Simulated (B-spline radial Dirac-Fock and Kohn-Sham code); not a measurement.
# Internal conversion coefficients of Ir at 1560 keV

Z = 77 (iridium), transition energy 1560 keV. Level of theory: a Dirac-Hartree-Slater potential of the neutral atom with a Latter tail (no hole, which puts coefficients of high multipoles low close above an edge), finite nucleus with surface currents; a B-spline atomic structure program. Subshells that would emit electrons below 1 keV are left out, and so is internal pair formation.

The run's input, task.json:

```json
{"items": [{
  "Z": 77,
  "q": 0,
  "cfg": [[1, 0, 2], [2, 0, 2], [2, 1, 6], [3, 0, 2], [3, 1, 6], [3, 2, 10], [4, 0, 2], [4, 1, 6], [4, 2, 10], [4, 3, 14], [5, 0, 2], [5, 1, 6], [5, 2, 7], [6, 0, 2]],
  "A": 193,
  "rrms": 5.4032,
  "do": "conversion",
  "gamma": [1560.0],
  "edges": {"K": 76111.0, "L1": 13419.0, "L2": 12824.0, "L3": 11215.0, "M1": 3174.0, "M2": 2909.0, "M3": 2551.0, "M4": 2116.0, "M5": 2040.0, "N1": 691.1, "N2": 577.8, "N3": 495.8, "N4": 311.9, "N5": 296.3, "N6": 63.8, "N7": 60.8, "O1": 95.2, "O2": 63.0}
}]}
```

Run with: `python xray2_run.py task.json out`

```tsv
subshell	electron energy (keV)	E1	E2	E3	E4	E5
K	1483.89	0.000790	0.00186	0.00362	0.00636	0.0106
L1	1546.58	0.000104	0.000255	0.000527	0.000988	0.00176
L2	1547.18	5.00e-06	3.06e-05	0.000120	0.000344	0.000839
L3	1548.79	4.09e-06	9.30e-06	2.02e-05	4.45e-05	0.000106
M1	1556.83	2.33e-05	5.75e-05	0.000120	0.000228	0.000412
M2	1557.09	1.26e-06	7.80e-06	3.08e-05	8.89e-05	0.000218
M3	1557.45	1.06e-06	2.44e-06	5.33e-06	1.18e-05	2.84e-05
M4	1557.88	3.51e-09	1.20e-08	3.34e-08	1.42e-07	6.73e-07
M5	1557.96	9.12e-09	1.42e-08	2.51e-08	5.33e-08	1.34e-07
total		0.000936	0.00224	0.00449	0.00817	0.0142
```

**Question.** For a pure E3 transition, what fraction of decays emits a photon?

**Answer.** 1/(1 + α) = 0.996 with the total α = 0.00449; the total includes the outer subshells that are not listed, and pair formation is not counted.

Values without a named source are computed, but for edge energies of neutral atoms, which are taken from tables.
